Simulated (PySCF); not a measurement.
An unknown is described by computed data only.

Formula: C6H12O2.

- Triplet: lowest triplet excitation (Tamm–Dancoff): 5.37 eV [TDA CAM-B3LYP/def2-SVPD]
- Dipole: 1.98 D [CAM-B3LYP/def2-SVPD]
- 13C NMR: chemical shifts (computed TMS as zero) by class: 178.2 (1 C), 78.9 (1 C), 28.8 (3 C), 23.8 (1 C) ppm [GIAO CAM-B3LYP/pcSseg-1]
- 1H NMR: chemical shifts (computed TMS as zero) by class: 1.95 (3 H), 1.44 (9 H) ppm [GIAO CAM-B3LYP/pcSseg-1]
- NMR, other nuclei: isotropic shieldings of nuclei other than C and H, by class: -113 (1 O), 82 (1 O) ppm [GIAO CAM-B3LYP/pcSseg-1]
- Rotational structure: rotational constants A, B, C: 3.324, 1.449, 1.311 GHz [PBE0-D3(BJ)/def2-SVP]
- Valence photoelectron: vertical ionisation energy: 10.02 eV [ΔSCF CAM-B3LYP/def2-SVPD]
- UV, strongest line: among the 10 lowest singlet transitions: S3 at 8.12 eV (153 nm, f = 0.114) [TDDFT CAM-B3LYP/def2-SVPD]
- Polarisability: 80.2 au [CAM-B3LYP/def2-SVPD]

The electronic properties come from PySCF, for the isolated species, density fitting. Levels stand in brackets. The structure is a single PBE0-D3(BJ)/def2-SVP conformer in the gas phase; no vibrational or solvent corrections. Each NMR value is the plain mean over a class of atoms that symmetry, rotation or inversion makes alike.

Q: Propose a structure and show how it fits.

A: Numbering: `[CH3:1][C:2](=[O:3])[O:4][C:5]([CH3:6])([CH3:7])[CH3:8]`. Its formula, C6H12O2, gives 1 degree of unsaturation: 0 rings and 1 π bond in the structure found. 6 carbons fall into 4 classes; from least to most shielded: ester carbonyl carbon [C2] (178.2 ppm), sp3 carbon bound to oxygen [C5] (78.9 ppm), methyl carbon [C6/C7/C8] (28.8 ppm, 3 C, up to 7.2 ppm apart in this geometry), methyl carbon next to a carbonyl [C1] (23.8 ppm). Hydrogen classes from least to most shielded: 3 H on a methyl carbon next to a carbonyl, C1 (1.95 ppm), 9 H on 3 methyl carbons, C6/C7/C8 (1.44 ppm, a mean of values up to 2.0 ppm apart in this geometry). The other shieldings belong to: -113 ppm, ester carbonyl oxygen [O3]; 82 ppm, ester single-bonded oxygen [O4]. The first electron is taken from the HOMO, whose largest Löwdin shares are 0.60 on the ester carbonyl oxygen, 0.10 on the ester single-bonded oxygen, 0.08 on the methyl carbon next to a carbonyl and 0.08 on the ester carbonyl carbon. By its constants the optimised geometry is an asymmetric top. Structure: `CC(=O)OC(C)(C)C` (tert-butyl acetate). Computed isomers that give other values at the same levels: `CCCOC(=O)CC` (rotational constant A: 6.078 GHz; this holds for the one conformer computed); `CCC(C)(C)OC=O` (vertical ionisation energy: 10.38 eV); `CCCC1OCCO1` (rotational constant A: 5.824 GHz; this holds for the one conformer computed). The assignments are read from this structure; whether some other isomer fits the data as well wasn't checked.

Conformer computed: `[CH3:1][C:2](=[O:3])[O:4][C:5]([CH3:6])([CH3:7])[CH3:8]`: C1–C2–O4–C5 -179°, C2–O4–C5–C6 180°.
